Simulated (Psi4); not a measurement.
A dimer, H4Si ··· Cl2 (SMILES [SiH4] and ClCl); the first 5 atoms form monomer A.

```
7

Si     0.0000     0.0000     0.0000
H     -0.2897    -0.9873    -1.0643
H     -0.7341     1.2550    -0.2781
H      1.4540     0.2761     0.0344
H     -0.4301    -0.5438     1.3080
Cl     1.3123     1.1849    -2.7556
Cl     1.1926     1.9203    -4.6262
```

Problem. What interaction energy does SAPT0/jun-cc-pVDZ, frozen core (Psi4) give, and which attractive term is the largest?

Solution. Total 5.41 kJ/mol: electrostatics -3.86, exchange 21.07, induction -3.78, dispersion -8.02. The most attractive term is dispersion.
